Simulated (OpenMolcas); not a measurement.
**4d8 along the 44-electron sequence**

```yaml
Program: OpenMolcas
Method: CASSCF
Basis: ANO-RCC-VTZP
Scalar_Hamiltonian: DKH2, point nucleus
Spin-orbit_coupling: RASSI with atomic mean-field integrals over the reference wave functions, term energies averaged over their components
```

Active space for each ion: 8 electrons in 5 orbitals (4d).

Computed levels in cm-1 above 3F4:

```json
{"Level": "3F3", "Rh+": "2359", "Pd2+": "3119", "Ag3+": "3960"}
{"Level": "3F2", "Rh+": "3715", "Pd2+": "4806", "Ag3+": "5956"}
{"Level": "3P1", "Rh+": "15069", "Pd2+": "17416", "Ag3+": "19709"}
{"Level": "3P2", "Rh+": "15178", "Pd2+": "17760", "Ag3+": "20363"}
{"Level": "3P0", "Rh+": "15364", "Pd2+": "17745", "Ag3+": "20050"}
{"Level": "1G4", "Rh+": "18679", "Pd2+": "21504", "Ag3+": "24223"}
{"Level": "1S0", "Rh+": "43955", "Pd2+": "50311", "Ag3+": "56315"}
{"Level": "weight of 3F in the lowest level (%)", "Rh+": "100", "Pd2+": "100", "Ag3+": "99"}
```

Mixed levels, with the weight of the term that names them: Rh+ 3P2 (63 %), Pd2+ 3P2 (57 %), Ag3+ 3P2 (53 %).

Measured, with the error of the calculation in %. Measured levels: Rh+ from NIST Handbook of Basic Atomic Spectroscopic Data; Pd2+ from Moore, Atomic Energy Levels, vol. III, NSRDS-NBS 35 (1971 reprint of NBS Circular 467, 1958); Ag3+ from the list in Gamrath, thesis, University of Mons (2023).

| Level | Rh+ | Pd2+ | Ag3+ |
| --- | --- | --- | --- |
| 3F3 | 2401 (-1.8) | 3230 (-3.4) | 4172 (-5.1) |
| 3F2 | 3581 (+3.7) | 4687 (+2.5) | 5830 (+2.2) |
| 3P1 | 10515 (+43.3) | 13470 (+29.3) | 15900 (+24.0) |
| 3P2 |  | 14634 (+21.4) |  |
| 3P0 | 10761 (+42.8) | 13699 (+29.5) | 16092 (+24.6) |
| 1G4 | 14855 (+25.7) | 17880 (+20.3) | 20570 (+17.8) |
| 1S0 |  |  | 47139 (+19.5) |

The fine-structure level 3F2 changes by a factor of 1.6 from Rh+ to Ag3+. Its fourth root runs 7.81, 8.33, 8.78, with steps per unit of Z of 0.52, 0.46; equal steps would mean a (Z - σ)^4 law with constant σ.

3P1 changes by a factor of 1.31 over the same range, with steps per unit of Z of +2350, +2290 cm-1.

Without dynamic correlation excited terms often stand tens of per cent too high (terms of higher spin than the ground term too low), and those without a measured partner can miss by more than the paired ones. Configurations with an s electron lie low at this charge and mix in, so terms can be misplaced (holds for Rh+). Levels of configurations with an s electron are missing; early in the row they begin among the upper levels of the d shell and mix with terms of their name (holds for Pd2+). Computed and measured levels are paired by configuration, term and J; levels that our copy of the source lacks, or whose pairing is in doubt (as where it misses far off the trend of its configuration), stay unpaired and out of the deviations. Levels of configurations outside the active space are missing.
